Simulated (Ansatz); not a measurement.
Zr₂B₂. Total charge 0; singlet. Geometry relaxed at PBE0-D4/def2-TZVP.

```
atom   x (Å)   y (Å)   z (Å)
 Zr1   0.163  -0.411  -1.450
 Zr2   0.840  -0.834   0.947
  B3   0.094   1.133   0.173
  B4  -1.096   0.112   0.329
```

In the def2 sets Zr takes a core potential; there is no spin–orbit coupling. The restricted singlet is unstable: a solution with broken spin symmetry lies lower. At PBE0-D4/def2-TZVP a triplet of charge 0 lies 0.23 eV below the restricted singlet, each at its own geometry. The structure comes from a short search, and lower isomers may exist.

Question: Estimate the harmonic wavenumbers at RKS PBE0-D4/def2-TZVP (Ansatz, unscaled). Is this a minimum?

Answer: 269, 322, 389, 502, 526, 1020 cm⁻¹. Yes, no mode is imaginary beyond noise. Zero-point energy 18.1 kJ/mol. Hardware: 4 threads of AMD EPYC 7R43 on a shared host. Wall time 37 s.
